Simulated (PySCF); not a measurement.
H3AlCl2Si (SMILES [SiH3][Al]([Cl])[Cl]), singlet, at a GFN2-xTB geometry (such geometries of metal compounds can be far from the true shape); DF-CAMB3LYP/STO-3G run with PySCF.

The PySCF input:
```python
from pyscf import gto, scf, dft

mol = gto.M(
    atom='''
Al   -0.068715    0.026439   -0.038669
Cl   -1.778248   -1.079332   -0.203359
Cl   -0.117458    1.819844   -1.015609
Si    1.865743   -0.728442    1.196617
H     2.524242    0.344580    1.964910
H     2.925037   -1.289420    0.336413
H     1.550619   -1.789373    2.171182
''',
    basis='sto-3g',
    charge=0,
    spin=0,
    verbose=4,
    max_memory=1800,
)

mf = dft.RKS(mol)
mf.xc = 'camb3lyp'
mf = mf.density_fit(auxbasis='def2-universal-jkfit')
mf.kernel()
```

**Question.** What does PySCF print? Leave out banner, timings and long lists.

**Answer.** 
```
PySCF version 2.14.0

[INPUT] verbose = 4
[INPUT] num. atoms = 7
[INPUT] num. electrons = 64
[INPUT] charge = 0
[INPUT] spin (= nelec alpha-beta = 2S) = 0
[INPUT] symmetry False subgroup None
[INPUT] Mole.unit = angstrom
[INPUT] Symbol           X                Y                Z      unit          X                Y                Z       unit  Magmom
[INPUT]  1 Al    -0.068715000000   0.026439000000  -0.038669000000 AA   -0.129852530649   0.049962469007  -0.073073819511 Bohr   0.0
[INPUT]  2 Cl    -1.778248000000  -1.079332000000  -0.203359000000 AA   -3.360401701556  -2.039641877479  -0.384292814965 Bohr   0.0
[INPUT]  3 Cl    -0.117458000000   1.819844000000  -1.015609000000 AA   -0.221963451139   3.439006749433  -1.919222859643 Bohr   0.0
[INPUT]  4 Si     1.865743000000  -0.728442000000   1.196617000000 AA    3.525743288824  -1.376555877630   2.261278405999 Bohr   0.0
[INPUT]  5 H      2.524242000000   0.344580000000   1.964910000000 AA    4.770126052124   0.651161828003   3.713141759419 Bohr   0.0
[INPUT]  6 H      2.925037000000  -1.289420000000   0.336413000000 AA    5.527518834219  -2.436650659537   0.635728434743 Bohr   0.0
[INPUT]  7 H      1.550619000000  -1.789373000000   2.171182000000 AA    2.930245233547  -3.381424904691   4.102939346585 Bohr   0.0

nuclear repulsion = 296.881353833647
number of shells = 23
number of NR pGTOs = 117
number of NR cGTOs = 39
basis = sto-3g
ecp = {}

******** <class 'pyscf.df.df_jk.DFRKS'> ********
method = DFRKS
initial guess = minao
damping factor = 0
level_shift factor = 0
DIIS = <class 'pyscf.scf.diis.CDIIS'>
diis_start_cycle = 1
diis_space = 8
diis_damp = 0
SCF conv_tol = 1e-09
SCF conv_tol_grad = None
SCF max_cycles = 50
direct_scf = False
XC library pyscf.dft.libxc version 7.1.2
    S. Lehtola, C. Steigemann, M. J. T. Oliveira, and M. A. L. Marques,  SoftwareX 7, 1–5 (2018)
XC functionals = camb3lyp
    T. Yanai, D. P. Tew, and N. C. Handy,  Chem. Phys. Lett. 393, 51 (2004)
radial grids:
    Treutler-Ahlrichs [JCP 102, 346 (1995); DOI:10.1063/1.469408] (M4) radial grids

becke partition: Becke, JCP 88, 2547 (1988); DOI:10.1063/1.454033
pruning grids: <function nwchem_prune>
grids dens level: 3
symmetrized grids: False
atomic radii adjust function: <function treutler_atomic_radii_adjust>
small_rho_cutoff = 0
Set gradient conv threshold to 3.16228e-05
Initial guess from minao.
tot grids = 105544
******** <class 'pyscf.df.df.DF'> ********
auxbasis = def2-universal-jkfit
Create RSH-DF object <pyscf.df.df.DF object> for omega=0.33
******** <class 'pyscf.df.df.DF'> ********
auxbasis = auxmol.basis = def2-universal-jkfit
init E= -1437.06953752025
  HOMO = -0.344133822347182  LUMO = 0.00514119643440769  gap/eV = 9.50426
cycle= 1 E= -1437.86664206567  delta_E= -0.797  |g|= 0.352  |ddm|= 2.82
  HOMO = -0.26569830661727  LUMO = 0.0687415197997286  gap/eV = 9.10057
cycle= 2 E= -1437.91775404829  delta_E= -0.0511  |g|= 0.195  |ddm|= 1.21
  HOMO = -0.27622583106641  LUMO = 0.135141155986177  gap/eV = 11.19387
cycle= 3 E= -1437.93293554023  delta_E= -0.0152  |g|= 0.00903  |ddm|= 0.375
  HOMO = -0.278161520376557  LUMO = 0.133401908174786  gap/eV = 11.19921
cycle= 4 E= -1437.93299129541  delta_E= -5.58e-05  |g|= 0.00181  |ddm|= 0.0302
  HOMO = -0.278337312453765  LUMO = 0.133414414667849  gap/eV = 11.20434
cycle= 5 E= -1437.93299287577  delta_E= -1.58e-06  |g|= 0.000473  |ddm|= 0.00495
  HOMO = -0.278246546195863  LUMO = 0.133378377207714  gap/eV = 11.20088
cycle= 6 E= -1437.93299297183  delta_E= -9.61e-08  |g|= 2.93e-05  |ddm|= 0.00101
  HOMO = -0.278243409846581  LUMO = 0.133384803522517  gap/eV = 11.20097
cycle= 7 E= -1437.93299297279  delta_E= -9.65e-10  |g|= 5.75e-06  |ddm|= 0.000117
  HOMO = -0.278244032625042  LUMO = 0.133382851498657  gap/eV = 11.20094
Extra cycle  E= -1437.93299297282  delta_E= -2.36e-11  |g|= 1.98e-06  |ddm|= 1.97e-05
converged SCF energy = -1437.93299297282
```
